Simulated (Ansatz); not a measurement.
One change: `[O]=[Mo]([F])([F])([Cl])[Cl]` becomes `[F][Mo]([F])(=[S])([Cl])[Cl]`.

Ansatz, PBE0-D4/def2-TZVP geometries, multiplicity 1. 

Elements past krypton have def2 core potentials.

```json
{"property": "HOMO energy (ωB97M-V/def2-TZVPP) / eV", "`[O]=[Mo]([F])([F])([Cl])[Cl]`": "-11.70"}
{"property": "HOMO–LUMO gap (B3LYP/def2-TZVPP) / eV", "`[O]=[Mo]([F])([F])([Cl])[Cl]`": "3.79"}
{"property": "size of the dipole moment (B3LYP/def2-TZVPP) / D", "`[O]=[Mo]([F])([F])([Cl])[Cl]`": "0.87"}
{"property": "LUMO energy (PBE0/def2-TZVPP) / eV", "`[O]=[Mo]([F])([F])([Cl])[Cl]`": "-5.31"}
{"property": "LUMO energy (PBE/def2-TZVPP) / eV", "`[O]=[Mo]([F])([F])([Cl])[Cl]`": "-5.83"}
{"property": "HOMO–LUMO gap (ωB97M-V/def2-TZVPP) / eV", "`[O]=[Mo]([F])([F])([Cl])[Cl]`": "8.47"}
```

Question: What does the change do to each property? (Estimate.)

Answer: Ansatz gave: 
```
                                        property  `[F][Mo]([F])(=[S])([Cl])[Cl]`  shift
           HOMO energy (ωB97M-V/def2-TZVPP) / eV                          -11.19   0.51
           HOMO–LUMO gap (B3LYP/def2-TZVPP) / eV                            3.83   0.04
size of the dipole moment (B3LYP/def2-TZVPP) / D                            1.77   0.90
              LUMO energy (PBE0/def2-TZVPP) / eV                           -4.86   0.45
               LUMO energy (PBE/def2-TZVPP) / eV                           -5.47   0.36
         HOMO–LUMO gap (ωB97M-V/def2-TZVPP) / eV                            8.45  -0.02
```

Dipoles are sizes alone; their direction can turn.

B3LYP here is the variant with VWN-RPA as its local correlation; programs differ in this.
